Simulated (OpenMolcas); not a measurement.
What dynamic correlation does to the levels of neutral aluminium

```yaml
Program: OpenMolcas
Basis: ANO-RCC [9s9p5d3f2g]
Scalar_Hamiltonian: DKH2, point nucleus
Active_space: 3 electrons in 8 orbitals (3s 3p 4s 4p)
State_averaging: 2S+1 = 4 odd, 1 root (0 in the spin-orbit step); 2S+1 = 2 odd, 3 roots; 2S+1 = 4 even, 3 roots; 2S+1 = 2 even, 5 roots
Spin-orbit_coupling: RASSI with atomic mean-field integrals over the reference wave functions, term energies averaged over their components
```

Methods on the same reference wave functions:
A. CASSCF
B. SS-CASPT2, IPEA 0.25 Eh, imaginary shift 0.1 Eh (closed shells correlated: 2s 2p)

Energies in cm-1 above 3s2 3p 2P* 1/2, the measured ground level; measured values from NIST Handbook of Basic Atomic Spectroscopic Data.

| Level | A | B | Measured |
| --- | --- | --- | --- |
| 3s2 3p 2P* 1/2 | 0.0 | 0.0 | 0.0 |
| 3s2 3p 2P* 3/2 | 82.3 | 82.3 | 112 |
| 3s 3p2 4P 1/2 | 25093 | 27930 | 29020 |
| 3s 3p2 4P 3/2 | 25130 | 27960 | 29067 |
| 3s 3p2 4P 5/2 | 25193 | 28030 | 29143 |

Deviations, from unrounded energies. A percentage is the sum of absolute deviations over the sum of measured energies, with the sign that they share, or ± where signs differ.

| Against measurement | Levels | A | B |
| --- | --- | --- | --- |
| mean absolute deviation (cm-1) | 4 | 3000 | 840 |
| fine structure of the ground term (%) | 1 | -26.6 | -26.6 |
| other configurations (%) | 3 | -13.5 | -3.8 |

B lies closest to measurement on these levels. The largest miss of B in the table is 3s 3p2 4P 5/2, by -1100 cm-1. The ranking rests on the paired levels alone, and a cruder setting can come out closer through cancelling errors.

The lowest spin-free term lies below A's lowest term by 0.276 hartree in B.

Over all roots computed the reference weight is 0.90 to 0.97 in B; the roots of lowest weight are the least certain, and an intruder state may touch them. Active for correlation alone: 4p 4s; no level in the range computed is led by a configuration that fills them, so any true level of that kind is missing. Terms of s pⁿ other than that of highest spin mix with s² pⁿ⁻² d, which this space lacks; all of them can be thousands of cm-1 off, and some have no real level of that name. Without dynamic correlation excited terms often stand tens of per cent too high (terms of higher spin than the ground term too low), and those without a measured partner can miss by more than the paired ones (holds for A). Computed and measured levels are paired by configuration, term and J; levels that our copy of the source lacks, or whose pairing is in doubt (as where it misses far off the trend of its configuration), stay unpaired and out of the deviations. Only configurations of the active space appear. Levels that lie high or do not pair safely by name in every column are left out.

* marks odd parity.
